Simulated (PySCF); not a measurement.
C4H2F3O (charge +1).
Atom-mapped SMILES: `[F:1][C:2]([F:3])([F:4])[O:5][c+:6]1[cH:7][cH:8]1` (hydrogens: H9 on C7; H10 on C8)

Geometry (PBE0-D3(BJ)/def2-SVP, Å), atoms numbered from 1 in this order:
```xyz
10
C4H2F3O angstrom
F     -2.069    0.558   -1.534
C     -1.708    0.237   -0.336
F     -1.525   -1.055   -0.221
F     -2.529    0.677    0.556
O     -0.440    0.916   -0.095
C      0.631    0.270    0.119
C      1.980    0.330    0.374
C      1.369   -0.881    0.279
H      2.898    0.903    0.532
H      1.445   -1.971    0.308
```

Level of theory: TDDFT B3LYP/def2-SVPD, vertical, gas phase, core orbitals frozen in the response (PySCF 2.14.0, density-fitted response routines).

Broadening: Gaussians 0.3 eV wide at half height, area fixed by f = 4.319×10⁻⁹ ∫ε dν̃. The width is an assumption, not a result. The curve ends short of the highest state used, and states not computed would add to its high-energy end.

```
E (eV)  ε (L mol⁻¹ cm⁻¹)
  6.31                 0
  6.34                 0
  6.37                 0
  6.41                 0
  6.44                 0
  6.47                 0
  6.50                 0
  6.54                 1
  6.57                 1
  6.60                 2
  6.63                 2
  6.67                 3
  6.70                 3
  6.73                 4
  6.77                 4
  6.80                 3
  6.83                 3
  6.86                 3
  6.90                 2
  6.93                 1
  6.96                 1
  6.99                 1
  7.03                 0
  7.06                 0
  7.09                 0
  7.12                 0
  7.16                 1
  7.19                 1
  7.22                 3
  7.26                 8
  7.29                18
  7.32                37
  7.35                75
  7.39               173
  7.42               305
  7.45               509
  7.48               807
  7.52              1368
  7.55              1905
  7.58              2512
  7.62              3331
  7.65              3859
  7.68              4229
  7.71              4385
  7.75              4222
  7.78              3846
  7.81              3315
  7.84              2704
  7.88              1890
  7.91              1355
  7.94               919
  7.97               590
  8.01               300
  8.04               170
  8.07                91
  8.11                37
```

**Question.** Where are the band maxima, and which computed states make them?

**Answer.** 161 nm (7.71 eV), ε about 4400, made up of S3 (100%) (ε in L mol⁻¹ cm⁻¹; maxima over ε = 5, shares over 10%). The states used: S1 6.76 eV (f 0.0000); S2 7.43 eV (f 0.0000); S3 7.71 eV (f 0.049); S4 7.99 eV (f 0.0000); S5 8.51 eV (f 0.0002); S6 8.71 eV (f 0.299).

**Question.** Coming from long wavelengths, where does ε first pass 100 L mol⁻¹ cm⁻¹?

**Answer.** At about 168 nm (7.36 eV), 0.61 eV above S1.

**Question.** What would ε be at 7.71 eV, the highest of these maxima, with half the width (0.15 eV)?

**Answer.** About 8750 L mol⁻¹ cm⁻¹ against 4390, a factor of about 1.99; a lone state at its own centre would give exactly 2.

On Intel Xeon Platinum 8488C, one thread, on a shared host, this took 24 s and 0.83 GiB of memory at its peak.

One conformer stands for the species.
